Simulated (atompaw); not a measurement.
**Building the PAW (atompaw) potential for nitrogen (N) (PBEsol, non-relativistic).**

| Quantity | Value |
| --- | --- |
| Element | N (Z = 7) |
| Generator | atompaw 4.2.0.5 |
| Type | PAW |
| Functional | PBEsol |
| Relativity | non-relativistic |
| Frozen core | [He] |
| Valence charge | 5 |
| Reference configuration | 2s1.5 2p3.5 |
| Partial waves | 2s (bound); 2s channel at -1 Ry; 2p (bound); 2p channel at -0.15 Ry; 3d channel at 0.5 Ry |
| Local potential | vpsmatchnc scheme with l = 3 at 0 Ry, radius 1.25 bohr |
| Core correction | smooth core density matched at 1.30 bohr |
| Augmentation charge | sinc compensation charge, radius 1.45 bohr; PAW radius 1.85 bohr; waves and projectors: bloechl |

Poles of the logarithmic derivatives, all-electron (AE) and pseudo (PS). s: poles at -0.3 (AE) and -0.3, -0.0 (PS) Ry. p: poles at 0.5 (AE) and 0.5, 2.9 (PS) Ry. d: poles at no energy (AE) and no energy (PS) Ry. Test radius 1.85 bohr.

* Cutoffs needed: 30 Ry and 50 Ry (the cutoffs (Ry, on a coarse ladder) from which the occupation-weighted sum of valence levels, in a spherical-Bessel basis at the reference potential, stays within 10 and 1 mRy of its value at 400 Ry)
* Ghost test: no extra level below or beside the all-electron valence levels (s, p, d, f tested) (spherical-Bessel basis up to 400 Ry, 20 bohr box)
* Lowest eigenvalue of the overlap operator: 0.00 (s channel)
* Overlap eigenvalues printed by atompaw (projector basis): 0.00118, 0.0169, 0.643, 1.95, 9.2
* Share of each valence orbital outside the PAW sphere: 2s 17 %, 2p 26 %
